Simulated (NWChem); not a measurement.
Everything below was run with NWChem. System: CH₂I, charge 0, spin multiplicity 4, at the geometry of a parent with another charge or spin, in a state set for the comparison that need not be this species' ground state. Its SCF solution wasn't tested for a lower state. Level: UHF/def2-TZVP with def2 effective core potentials on I.

Input file:

```
start mol
memory heap 200 mb stack 900 mb global 1100 mb
geometry units angstroms nocenter noautoz
  C     -1.760759     0.075395     0.000000
  I      0.285160    -0.007154     0.000000
  H     -2.274464    -0.036603    -0.955464
  H     -2.274464    -0.036603     0.955464
  symmetry group Cs
end
basis spherical
  * library def2-tzvp
end
ecp
  I library def2-ecp
end
scf
  uhf
  nopen 3
  maxiter 100
  thresh 1e-7
  semidirect memsize 60000000 filesize 0
  # guess.movecs holds the orbitals of an unrestricted PBE0 run
  vectors input guess.movecs output mol.movecs
end
task scf energy
```

Part of the output:

```
             Northwest Computational Chemistry Package (NWChem) 7.3.0
             --------------------------------------------------------

                                NWChem Input Module
                                -------------------

 Scaling coordinates for geometry "geometry" by  1.889725989
 (inverse scale =  0.529177249)

 Turning off AUTOSYM since
 SYMMETRY directive was detected!

                             Geometry "geometry" -> ""
                             -------------------------

 Output coordinates in angstroms (scale by  1.889725989 to convert to a.u.)

  No.       Tag          Charge          X              Y              Z
 ---- ---------------- ---------- -------------- -------------- --------------
    1 C                    6.0000    -1.76075900     0.07539500     0.00000000
    2 I                   53.0000     0.28516000    -0.00715400     0.00000000
    3 H                    1.0000    -2.27446400    -0.03660300    -0.95546400
    4 H                    1.0000    -2.27446400    -0.03660300     0.95546400

 Effective nuclear repulsion energy (a.u.)     108.8130726808

            Nuclear Dipole moment (a.u.)
            ----------------------------
        X                 Y               Z
 ---------------- ---------------- ----------------
    -0.0000037795     0.0000037795     0.0000000000

      Symmetry information
      --------------------

 Group name             Cs
 Group number              2
 Group order               2
 No. of unique centers     3

      Symmetry unique atoms

     1    2    3


 Summary of "ao basis" -> "" (spherical)
 ------------------------------------------------------------------------------
       Tag                 Description            Shells   Functions and Types
 ---------------- ------------------------------  ------  ---------------------
 *                         def2-tzvp                  on all atoms

 Summary of "ao basis" -> "ao basis" (spherical)
 ------------------------------------------------------------------------------
       Tag                 Description            Shells   Functions and Types
[...]
   Bfn.  Coefficient  Atom+Function         Bfn.  Coefficient  Atom+Function
  ----- ------------  ---------------      ----- ------------  ---------------
     5      2.394687  1 C  s                 50      1.306001  2 I  px
    37     -1.212814  2 I  s                 84     -0.920869  3 H  s
    90     -0.920869  4 H  s                 12      0.526949  1 C  px
    13     -0.207584  1 C  py                 9      0.195804  1 C  px
    34      0.172043  2 I  s                  4      0.154736  1 C  s

 center of mass
 --------------
 x =   0.14044988 y =  -0.00103104 z =   0.00000000

 moments of inertia (a.u.)
 ------------------
           6.847430655432           5.993634125130           0.000000000000
           5.993634125130         210.733387095263           0.000000000000
           0.000000000000           0.000000000000         204.438515628201

  Mulliken analysis of the total density
  --------------------------------------

    Atom       Charge   Shell Charges
 -----------   ------   -------------------------------------------------------
    1 C    6     6.35   0.86  1.12  0.50  0.77  0.01  1.17  1.43  0.44  0.01  0.02  0.00
    2 I   25    24.85   0.19 -0.77  1.59  1.01  1.14  0.79 -0.49  6.44  1.26  2.52  0.97  9.24  0.79  0.16  0.02  0.00
    3 H    1     0.90   0.26  0.48  0.13  0.02
    4 H    1     0.90   0.26  0.48  0.13  0.02

  Mulliken analysis of the alpha density
  --------------------------------------

    Atom       Charge   Shell Charges
 -----------   ------   -------------------------------------------------------
    1 C    6     3.91   0.43  0.56  0.31  0.44 -0.03  0.85  1.03  0.31  0.00  0.01  0.00
    2 I   25    13.20   0.09 -0.39  0.80  0.50  0.57  0.41 -0.25  3.23  0.78  1.61  0.67  4.61  0.41  0.14  0.02  0.00
    3 H    1     0.44   0.12  0.22  0.08  0.02
    4 H    1     0.44   0.12  0.22  0.08  0.02

   Mulliken analysis of the beta density
   -------------------------------------

    Atom       Charge   Shell Charges
 -----------   ------   -------------------------------------------------------
    1 C    6     2.44   0.43  0.56  0.20  0.33  0.04  0.33  0.40  0.13  0.01  0.02  0.00
    2 I   25    11.65   0.09 -0.38  0.79  0.51  0.57  0.38 -0.24  3.21  0.48  0.91  0.30  4.63  0.37  0.02  0.00  0.00
    3 H    1     0.46   0.13  0.26  0.06  0.01
    4 H    1     0.46   0.13  0.26  0.06  0.01

   Mulliken analysis of the spin density
   -------------------------------------

    Atom       Charge   Shell Charges
 -----------   ------   -------------------------------------------------------
    1 C    6     1.48   0.00 -0.01  0.11  0.12 -0.07  0.52  0.63  0.18 -0.00 -0.01 -0.00
    2 I   25     1.56   0.00 -0.00  0.00 -0.01  0.00  0.02 -0.01  0.02  0.29  0.69  0.38 -0.01  0.04  0.11  0.01  0.00
    3 H    1    -0.02  -0.01 -0.04  0.02  0.01
    4 H    1    -0.02  -0.01 -0.04  0.02  0.01

       Multipole analysis of the density wrt the origin
       ------------------------------------------------

     L   x y z        total         alpha         beta         nuclear
     -   - - -        -----         -----         ----         -------
     0   0 0 0      0.000000    -18.000000    -15.000000     33.000000

     1   1 0 0     -0.235660      8.994223      5.858600    -15.088483
     1   0 1 0     -0.063727     -0.371457     -0.070808      0.378539
     1   0 0 1      0.000000      0.000000      0.000000      0.000000

     2   2 0 0    -28.007408    -80.933067    -57.709171    110.634830
     2   1 1 0      0.358400      2.087065      0.703270     -2.431934
     2   1 0 1     -0.000000     -0.000000      0.000000      0.000000
     2   0 2 0    -26.500938    -15.791078    -10.845794      0.135934
     2   0 1 1      0.000000      0.000000     -0.000000      0.000000
     2   0 0 2    -22.919452    -18.025503    -11.414080      6.520131

 Task  times  cpu:        1.8s     wall:        1.8s

 Total times  cpu:        1.8s     wall:        1.8s
```
